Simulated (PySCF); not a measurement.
# Basis-set dependence of population analyses: `B/C=C(\B)C`

Compound: C3H8B2.
Geometry (PBE0-D3(BJ)/def2-SVP, Å), atoms numbered from 1 in this order:
```xyz
13
C3H8B2 angstrom
B      1.7748   -0.2052   -0.7252
C      0.7674    0.8797   -0.5419
C     -0.2875    0.2458    0.0636
B      0.0646   -1.2975    0.2213
C     -1.5548    0.8689    0.5140
H      1.3918   -1.3791   -0.3500
H      2.9023   -0.2955   -1.1402
H      0.8105    1.9485   -0.7757
H     -0.4814   -2.0830   -0.5299
H      0.3181   -1.7125    1.3363
H     -1.7168    0.6584    1.5846
H     -2.4028    0.3948   -0.0100
H     -1.5903    1.9553    0.3468
```

PBE0 throughout (PySCF), one geometry, spherical d and f functions. The structure is a single PBE0-D3(BJ)/def2-SVP conformer in the gas phase; no vibrational or solvent corrections. Atoms taken as equivalent share a column and are averaged. The first 7 of 9 kinds of atom are listed.

Mulliken charges (e):

```
        basis  functions      B1      C2      C3      B4      C5   H6/H7      H8
       STO-3G         33  +0.186  -0.206  +0.004  +0.031  -0.251  -0.021  +0.078
        6-31G         61  +0.169  -0.276  -0.013  -0.027  -0.580  -0.004  +0.159
     pcSseg-0         61  +0.237  -0.522  -0.327  -0.011  -0.663  +0.050  +0.234
       6-31G*         86  +0.072  -0.258  +0.123  -0.166  -0.616  +0.034  +0.158
      cc-pVDZ        110  +0.036  -0.035  -0.061  -0.144  -0.037  +0.047  -0.003
     def2-SVP        110  +0.063  -0.087  -0.090  -0.176  -0.010  +0.047  +0.020
6-311+G(2d,p)        183  +0.176  -0.516  +0.694  -0.377  -0.739  +0.068  +0.097
  aug-cc-pVDZ        187  -1.023  +0.231  +0.586  -1.651  +0.222  +0.487  -0.516
    def2-TZVP        203  -0.005  -0.255  +0.155  -0.303  -0.371  +0.103  +0.109
     IGLO-III        255  +0.308  -0.336  +0.127  -0.003  -0.416  -0.045  +0.070
      cc-pVTZ        262  +0.064  -0.252  +0.124  -0.206  -0.272  +0.032  +0.106
```

IAO charges (e):

```json
{"basis": "STO-3G", "functions": "33", "B1": "+0.156", "C2": "-0.298", "C3": "+0.009", "B4": "-0.143", "C5": "-0.402", "H6/H7": "+0.041", "H8": "+0.135"}
{"basis": "6-31G", "functions": "61", "B1": "+0.109", "C2": "-0.321", "C3": "+0.069", "B4": "-0.207", "C5": "-0.444", "H6/H7": "+0.058", "H8": "+0.149"}
{"basis": "pcSseg-0", "functions": "61", "B1": "+0.112", "C2": "-0.310", "C3": "+0.058", "B4": "-0.214", "C5": "-0.431", "H6/H7": "+0.057", "H8": "+0.147"}
{"basis": "6-31G*", "functions": "86", "B1": "+0.129", "C2": "-0.321", "C3": "+0.067", "B4": "-0.184", "C5": "-0.425", "H6/H7": "+0.050", "H8": "+0.143"}
{"basis": "cc-pVDZ", "functions": "110", "B1": "+0.116", "C2": "-0.321", "C3": "+0.076", "B4": "-0.199", "C5": "-0.425", "H6/H7": "+0.055", "H8": "+0.143"}
{"basis": "def2-SVP", "functions": "110", "B1": "+0.123", "C2": "-0.317", "C3": "+0.074", "B4": "-0.191", "C5": "-0.414", "H6/H7": "+0.051", "H8": "+0.140"}
{"basis": "6-311+G(2d,p)", "functions": "183", "B1": "+0.120", "C2": "-0.328", "C3": "+0.073", "B4": "-0.198", "C5": "-0.435", "H6/H7": "+0.055", "H8": "+0.147"}
{"basis": "aug-cc-pVDZ", "functions": "187", "B1": "+0.118", "C2": "-0.328", "C3": "+0.075", "B4": "-0.199", "C5": "-0.433", "H6/H7": "+0.055", "H8": "+0.146"}
{"basis": "def2-TZVP", "functions": "203", "B1": "+0.120", "C2": "-0.328", "C3": "+0.074", "B4": "-0.198", "C5": "-0.435", "H6/H7": "+0.055", "H8": "+0.147"}
{"basis": "IGLO-III", "functions": "255", "B1": "+0.119", "C2": "-0.329", "C3": "+0.073", "B4": "-0.199", "C5": "-0.437", "H6/H7": "+0.056", "H8": "+0.148"}
{"basis": "cc-pVTZ", "functions": "262", "B1": "+0.119", "C2": "-0.328", "C3": "+0.074", "B4": "-0.199", "C5": "-0.437", "H6/H7": "+0.055", "H8": "+0.147"}
```

Hirshfeld charges (e):

```tsv
basis	functions	B1	C2	C3	B4	C5	H6/H7	H8
STO-3G	33	+0.178	-0.117	+0.037	+0.029	-0.030	-0.024	+0.026
6-31G	61	+0.162	-0.141	+0.039	+0.002	-0.088	-0.015	+0.043
pcSseg-0	61	+0.168	-0.139	+0.042	+0.005	-0.090	-0.019	+0.041
6-31G*	86	+0.165	-0.140	+0.037	+0.003	-0.089	-0.015	+0.043
cc-pVDZ	110	+0.169	-0.141	+0.036	+0.006	-0.097	-0.019	+0.043
def2-SVP	110	+0.172	-0.144	+0.037	+0.003	-0.101	-0.018	+0.043
6-311+G(2d,p)	183	+0.175	-0.149	+0.016	+0.013	-0.104	-0.020	+0.047
aug-cc-pVDZ	187	+0.173	-0.150	+0.021	+0.008	-0.112	-0.018	+0.048
def2-TZVP	203	+0.173	-0.148	+0.024	+0.007	-0.108	-0.019	+0.047
IGLO-III	255	+0.173	-0.149	+0.022	+0.007	-0.112	-0.018	+0.047
cc-pVTZ	262	+0.172	-0.146	+0.028	+0.007	-0.108	-0.019	+0.046
```

Some averages cover members that differ in this geometry, most widely: H6/H7, Mulliken in aug-cc-pVDZ +0.321 to +0.653; H6/H7, Mulliken in pcSseg-0 -0.034 to +0.133; H6/H7, Mulliken in def2-TZVP +0.058 to +0.148; H6/H7, Mulliken in 6-311+G(2d,p) +0.031 to +0.105 e.

Q: Which scheme is steadiest as the basis changes?

A: Largest range over the bases for any column: IAO 0.07 e, Hirshfeld 0.08 e, Mulliken 1.68 e. IAO charges move least and Mulliken charges most, counted in e. Without the minimal STO-3G basis the ranges are IAO 0.03, Hirshfeld 0.03, Mulliken 1.65 e.

Q: How much do the charges still move between the two largest bases, IGLO-III and cc-pVTZ?

A: At most, over all atoms: Mulliken 0.244 e, IAO 0.001 e, Hirshfeld 0.005 e.

Q: What do the same runs give for the total energy, the frontier levels and the dipole moment?

A: 
| basis | energy (Eh) | HOMO (eV) | LUMO (eV) | μ (D) |
| --- | --- | --- | --- | --- |
| STO-3G | -166.5259 | -6.02 | 0.35 | 1.48 |
| 6-31G | -168.5048 | -7.50 | -1.82 | 1.59 |
| pcSseg-0 | -168.1746 | -7.81 | -2.17 | 1.51 |
| 6-31G* | -168.5446 | -7.48 | -1.78 | 1.61 |
| cc-pVDZ | -168.5566 | -7.56 | -1.95 | 1.54 |
| def2-SVP | -168.4273 | -7.62 | -2.02 | 1.51 |
| 6-311+G(2d,p) | -168.5929 | -7.65 | -2.07 | 1.55 |
| aug-cc-pVDZ | -168.5637 | -7.63 | -2.06 | 1.54 |
| def2-TZVP | -168.6046 | -7.64 | -2.05 | 1.57 |
| IGLO-III | -168.6108 | -7.64 | -2.07 | 1.54 |
| cc-pVTZ | -168.6026 | -7.64 | -2.04 | 1.57 |

The dipole is fixed by the density alone, so its range of 0.13 D shows that the density itself changes with the basis, not only its division among atoms.
